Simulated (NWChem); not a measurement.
System meant: BF cation, doublet

NWChem input:

```
start job
memory heap 200 mb stack 900 mb global 1100 mb
charge 1
geometry units angstroms noautoz
  B      0.000000     0.000000    -0.777302
  F      0.000000     0.000000     0.435094
end
basis spherical
  B library def2-svp
  F library def2-svp
end
dft
  odft
  mult 2
  xc pbe0
  iterations 4
  mulliken
end
task dft energy
```

End of the output:

```
     --------------------------
     Expectation value of S2:
     --------------------------
      <S2> =      0.7531 (Exact =     0.7500)

 center of mass
 --------------
 x =   0.00000000 y =   0.00000000 z =  -0.02231494

 moments of inertia (a.u.)
 ------------------
          36.587348336385           0.000000000000           0.000000000000
           0.000000000000          36.587348336385           0.000000000000
           0.000000000000           0.000000000000           0.000000000000

     Multipole analysis of the density
     ---------------------------------

     L   x y z        total         alpha         beta         nuclear
     -   - - -        -----         -----         ----         -------
     0   0 0 0      1.000000     -7.000000     -6.000000     14.000000

     1   1 0 0      0.000000      0.000000     -0.000000      0.000000
     1   0 1 0      0.000000      0.000000     -0.000000      0.000000
     1   0 0 1     -1.350494      0.519714     -1.870208     -0.000000

     2   2 0 0     -5.500126     -3.350668     -2.149459      0.000000
     2   1 1 0     -0.000000     -0.000000     -0.000000      0.000000
     2   1 0 1     -0.000000     -0.000000     -0.000000      0.000000
     2   0 2 0     -5.500126     -3.350668     -2.149459      0.000000
     2   0 1 1     -0.000000     -0.000000     -0.000000      0.000000
     2   0 0 2     -3.822404    -13.468922     -7.225659     16.872178

 ------------------------------------------------------------------------
 dft energy failed                                                                                  0
 ------------------------------------------------------------------------
 ------------------------------------------------------------------------
  current input line :
    19: task dft energy
 ------------------------------------------------------------------------
 ------------------------------------------------------------------------
 This type of error is most commonly associated with calculations not reaching convergence criteria
 ------------------------------------------------------------------------
 For more information see the NWChem manual at https://nwchemgit.github.io

0:dft energy failed:Received an Error in Communication
```

Can this run be used? If not, why, and what is the fix?

The run did not converge; its last values are not results. Cause: the SCF was allowed too few iterations. This input runs:
```
start job
memory heap 200 mb stack 900 mb global 1100 mb
charge 1
geometry units angstroms noautoz
  B      0.000000     0.000000    -0.777302
  F      0.000000     0.000000     0.435094
end
basis spherical
  * library def2-svp
end
dft
  odft
  mult 2
  xc pbe0
  iterations 150
  mulliken
end
task dft energy
```
It converges to -124.03143 Ha (PBE0/def2-SVP, spin-unrestricted).
